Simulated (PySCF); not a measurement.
# How a change of structure moves an absorption spectrum

The calculation used TDDFT CAM-B3LYP/def2-SVPD, vertical, gas phase, core orbitals frozen in the response in PySCF. Geometries: GFN2-xTB; one conformer of each isolated species. Triplets are in the Tamm–Dancoff approximation. 'Strongest' means the level of largest summed f among the lowest 8 singlets; it needn't be the same kind of state in each.

Parent: `[SiH3]/C(=C/C)CF`, with lowest singlet excitation energy 6.84 eV, mean static polarisability 77.6 au, HOMO energy -8.67 eV, S1–T1 gap 2.67 eV, LUMO energy 0.96 eV, oscillator strength of the strongest level 0.41. Its spectrum: 6.84 eV (f 0.408); 6.88 eV (f 0.036); 7.01 eV (f 0.002); 7.46 eV (f 0.010); 7.63 eV (f 0.001).

Shifts from the parent:

| change | SMILES | Δ S1 (eV) | Δ α (au) | Δ HOMO (eV) | Δ S1−T1 (eV) | Δ LUMO (eV) | Δ f (strongest) |
| --- | --- | --- | --- | --- | --- | --- | --- |
| H on C replaced by Cl | C/C(Cl)=C(\[SiH3])CF | -0.40 | +13.7 | -0.02 | -0.26 | -0.40 | 0.00 |
| H on C replaced by ethynyl | C#C/C(C)=C(\[SiH3])CF | -1.56 | +22.0 | +0.47 | -0.57 | -1.15 | -0.11 |

**Question.** Predict the same shifts for this change: H on C replaced by CH2F (`C/C(CF)=C(/[SiH3])CF`).

**Answer.** Δ lowest singlet excitation energy -0.51 eV, Δ mean static polarisability +11.8 au, Δ HOMO energy -0.18 eV, Δ S1–T1 gap -0.25 eV, Δ LUMO energy -0.66 eV, Δ oscillator strength of the strongest level -0.08. Spectrum: 6.33 eV (f 0.329); 6.67 eV (f 0.004); 6.97 eV (f 0.007); 7.66 eV (f 0.015); 7.84 eV (f 0.005). S1 falls most with H on C replaced by ethynyl (-1.56 eV); all changes lower it. S1 is simply the lowest singlet of each species and needn't be the same kind of state throughout.
